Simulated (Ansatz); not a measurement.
# Calibrating B2PLYP/def2-TZVPP on molecular compounds of Si

The atomisation enthalpy at 298 K in kJ/mol of 7 molecular compounds of Si: x at B2PLYP/def2-TZVPP, y from tabulated heats of molecules and atoms (CRC Handbook of Chemistry and Physics, NIST-JANAF tables). Shapes, held fixed at every level: PBE0-D4/def2-TZVP. Computed values hold a harmonic thermal term (PBE0-D4/def2-TZVP) and the atoms' spin-orbit lowering. Programs: Ansatz 0.2.0.

| molecule | x (kJ/mol) | y (kJ/mol) |
| --- | --- | --- |
| SiHBr3 (SMILES Br[SiH](Br)Br) | 1269 | 1205 |
| SiH2Br2 (dibromosilane) | 1274 | 1300 |
| SiCl4 (silicon tetrachloride) | 1541 | 1598 |
| SiH3(SiH3) (disilane) | 2114 | 2128 |
| Si(CH3)Cl3 (methyltrichlorosilane) | 2699 | ? |
| Si(SiF3)F3 (hexafluorodisilane) | 3657 | 3760 |
| Si(CH3)3Cl (chlorotrimethylsilane) | 4969 | 5037 |

**Question.** Fit y = c + s·x to the known rows and predict y for Si(CH3)Cl3.

**Answer.** 
1. Means of the 6 rows: x = 2470.67, y = 2504.7.
2. Σ(Δx)² = 11516561, Σ(Δx·Δy) = 11796449, so the slope is 11796449/11516561 = 1.0243.
3. Intercept: 2504.7 − (1.0243) × 2470.67 = -26.0. The largest residual of the fit is 69.
4. Si(CH3)Cl3: -26.0 + 1.0243 × 2699 = 2739 kJ/mol.

The tabulated heats give 2714 kJ/mol, so the prediction is off by +25 kJ/mol, within the largest residual. Uncorrected, B2PLYP/def2-TZVPP misses Si(CH3)Cl3 by -15 kJ/mol, and the other rows by 55 on average. With references in doubt, neither the misses nor the line can be laid on the level alone. Left out in turn, the other rows are missed by 58 kJ/mol on average, worse than no correction. The heats of Si(SiF3)F3 (hexafluorodisilane), Si(CH3)3Cl (chlorotrimethylsilane) come from older tables and can be uncertain by 10 kJ/mol or more. The tabulated values of SiHBr3, SiH2Br2, SiH3(SiH3), Si(CH3)Cl3 are in doubt (older tables, estimates, or at odds with other calculations) and kept here. Relativity is left out for Br. Outer-core shells of Br are correlated, in sets that cover them unevenly.
